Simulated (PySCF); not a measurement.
# Correlation energy of O (oxygen, neutral)

[He] 2s2 2p4, high-spin 3P determinant. All numbers are calculated (PySCF 2.14, the non-relativistic Hamiltonian (point nucleus), in def2-SVP (3s2p1d, 14 functions)). Frozen: 1s2; 6 electrons correlated.

MP2 pair energies summed by pair of shells (mhartree):

```csv
pair,energy,share (%)
2p-2p,-49.33,48.7
2s-2p,-44.41,43.8
2s-2s,-7.56,7.5
```

Total MP2 correlation energy: -101.30 mhartree.

Same-spin part -25.84 and opposite-spin part -75.46 mhartree; SCS-MP2 scales them by 1/3 and 6/5 to -99.17 mhartree.

```
  level  correlation energy (mhartree)
   CCSD                        -116.54
    (T)                          -0.83
CCSD(T)                        -117.37
```

Diagnostics: T1 = 0.0034, D1 = 0.0067, largest double amplitude 0.054.

Cost of the coupled-cluster step: 0.05 s of wall time on 1 thread of Intel(R) Xeon(R) 6975P-C (shared host), for 6 correlated electrons.

Iterations:

```
CC2 = 0
CCSD nocc = (np.int64(4), np.int64(2)), nmo = (13, 13)
frozen orbitals [[0], [0]]
max_cycle = 100
direct = 0
conv_tol = 1e-08
conv_tol_normt = 1e-06
diis_space = 8
diis_start_cycle = 0
Init t2, MP2 energy = -0.101301837281752
Init E_corr(UCCSD) = -0.10130183729786
cycle = 1  E_corr(UCCSD) = -0.113533073528518  dE = -0.0122312362  norm(t1,t2) = 0.0237078
cycle = 2  E_corr(UCCSD) = -0.115672430488108  dE = -0.00213935696  norm(t1,t2) = 0.00737981
cycle = 3  E_corr(UCCSD) = -0.116561757712732  dE = -0.000889327225  norm(t1,t2) = 0.00325948
cycle = 4  E_corr(UCCSD) = -0.116528783045142  dE = 3.29746676e-05  norm(t1,t2) = 0.000861656
cycle = 5  E_corr(UCCSD) = -0.116537278813202  dE = -8.49576806e-06  norm(t1,t2) = 0.000149641
cycle = 6  E_corr(UCCSD) = -0.116537181546764  dE = 9.72664381e-08  norm(t1,t2) = 2.69257e-05
cycle = 7  E_corr(UCCSD) = -0.11653731775613  dE = -1.36209367e-07  norm(t1,t2) = 3.87522e-06
cycle = 8  E_corr(UCCSD) = -0.116537276867259  dE = 4.08888719e-08  norm(t1,t2) = 5.47021e-07
cycle = 9  E_corr(UCCSD) = -0.116537284964436  dE = -8.09717779e-09  norm(t1,t2) = 7.81186e-08
UCCSD converged
E(UCCSD) = -74.83663820870849  E_corr = -0.1165372849644363
UCCSD(T) correction = -0.000831829119500577
```
